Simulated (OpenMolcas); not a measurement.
# 3d ions of charge +4 along the row

```json
{
 "Program": "OpenMolcas 26.06",
 "Method": "CASSCF",
 "Basis": "ANO-RCC-VQZP",
 "Scalar Hamiltonian": "DKH2, point nucleus",
 "Spin-orbit coupling": "RASSI with atomic mean-field integrals over the reference wave functions, term energies averaged over their components"
}
```

Active space: the 3d shell.

B and C come from two terms' centres of gravity (d2, d8: 3P = 15B, 1G = 12B + 2C; d3, d7: 4P = 15B, 2G = 4B + 3C; d4, d6: 3G = 9B + 4C, 3H = 4B + 4C; d5: 4D = 17B + 5C, 4G = 10B + 5C, above the ground term), where all their levels are at least 80 % pure. ζ = ±2S·A comes from the whole width of the ground multiplet by E(J) = (A/2) J(J+1), where its levels are at least 85 % pure. Energies in cm-1.

| Ion | Configuration | Lowest level | Weight (%) | B | B measured | C | C measured | ζ | ζ measured |
| --- | --- | --- | --- | --- | --- | --- | --- | --- | --- |
| Cr4+ | 3d2 | 3F2 | 100 | 1268 | 1013 | 4699 | 4600 | 327 | 326 |
| Mn4+ | 3d3 | 4F 3/2 | 100 | 1339 | 1065 | 5061 | 4365 | 417 | 403 |
| Fe4+ | 3d4 | 5D0 | 100 | 1430 | 982 | 5287 | 5137 | 538 | 513 |
| Co4+ | 3d5 | 6S 5/2 | 100 | 1484 |  | 5534 |  |  |  |
| Ni4+ | 3d6 | 5D4 | 100 | 1595 | 1271 | 5680 | 5383 | 798 | 823 |
| Cu4+ | 3d7 | 4F 9/2 | 100 | 1585 | 1302 | 5981 | 5496 | 976 | 1008 |

Measured columns use the levels in Sugar and Corliss, J. Phys. Chem. Ref. Data 6, 317 (1977) (Cr4+); Corliss and Sugar, J. Phys. Chem. Ref. Data 6, 1253 (1977) (Mn4+); Corliss and Sugar, J. Phys. Chem. Ref. Data 11, 135 (1982) (Fe4+); Corliss and Sugar, J. Phys. Chem. Ref. Data 10, 197 (1981) (Ni4+); Sugar and Musgrove, J. Phys. Chem. Ref. Data 19, 527 (1990) (Cu4+).

The computed B goes from 1268 (Cr4+) to 1585 cm-1 (Cu4+), a factor of 1.25, though not at every step. It departs from the measured column by +22 to +46 %. The Trees term is left out, which lowers the B read from the levels of every ion, most for d4 to d6. The pair of terms that fixes B changes along the row, so steps between ions also reflect that choice.

The computed ζ goes from 327 (Cr4+) to 976 cm-1 (Cu4+), a factor of 2.98, rising at every step. It departs from the measured column by -3 to +5 %.

Without dynamic correlation excited terms often stand tens of per cent too high (terms of higher spin than the ground term too low), and those without a measured partner can miss by more than the paired ones. Some levels mix across a computed gap that differs much from the measured one, so their mixing is not that of the real levels (holds for Mn4+; Co4+). Computed and measured levels are paired by configuration, term and J; levels that our copy of the source lacks, or whose pairing is in doubt (as where it misses far off the trend of its configuration), stay unpaired and out of the deviations. Levels of configurations outside the active space are missing.
